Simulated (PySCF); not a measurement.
Si(OH)3(PH2) (H5O3PSi), SMILES O[Si](O)(O)P. Geometry optimised at B3LYP-D3(BJ)/def2-SVP. The structure was generated by enumeration, and PubChem lists no compound with its InChIKey, so it may never have been made. One conformer was computed; it need not be the lowest.

Computed equilibrium geometry at B3LYP-D3(BJ)/def2-SVP (PySCF confirms it by a frequency run) as Cartesian coordinates in Å (one conformer of several):
```xyz
10

O     -0.5988    -0.3005     1.6752
Si    -0.3463    -0.1641     0.0438
O     -1.4981     0.7512    -0.7352
O     -0.4851    -1.6827    -0.6037
P      1.6979     0.7376    -0.2977
H     -1.3012    -0.9132     1.9315
H     -1.5595     1.6842    -0.4999
H     -0.7383    -1.7292    -1.5334
H      2.2615     0.1094     0.8540
H      1.3727     1.9382     0.4100
```
